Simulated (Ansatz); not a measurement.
Consider the redistribution: `F[BH][SnH2][SiH3]` + `CC[Se][SiH3]` → `CC[Se]BF` + `[SiH3][SnH2][SiH3]`.

Program: Ansatz. Geometries: PBE0-D4/def2-TZVP. ΔE: electronic, gas phase. CBS: MP2 limit from def2 TZ/QZ plus the TZ coupled-cluster correction, frozen cores. Elements past krypton have def2 core potentials. For Se, Sn outer-core shells are correlated without core-valence functions, which leaves a few kJ/mol of doubt a bond. Scalar relativity is left out up to krypton. Each species was taken in one conformer, which may not be the lowest.

| level | ΔE (kJ/mol) |
| --- | --- |
| HF/def2-TZVPP | -57.6 |
| CCSD(T)/def2-TZVPP | -68.1 |
| SCS-MP2/def2-QZVPP | -63.6 |
| CCSD/CBS(def2) | -64.8 |

(1) What does CCSD(T)/CBS give? (Best estimate.)

Largest T1 diagnostic among the species: 0.014.

Answers

(1) The calculation gave: -66.8 kJ/mol. The listed levels differ from it by 9.2, -1.3, 3.2, 2.0 kJ/mol.

In def2-TZVPP, CCSD(T) changes the Hartree–Fock value by −10.5 kJ/mol (the triples alone add −2.0 kJ/mol) and MP2 by −10.6 kJ/mol.
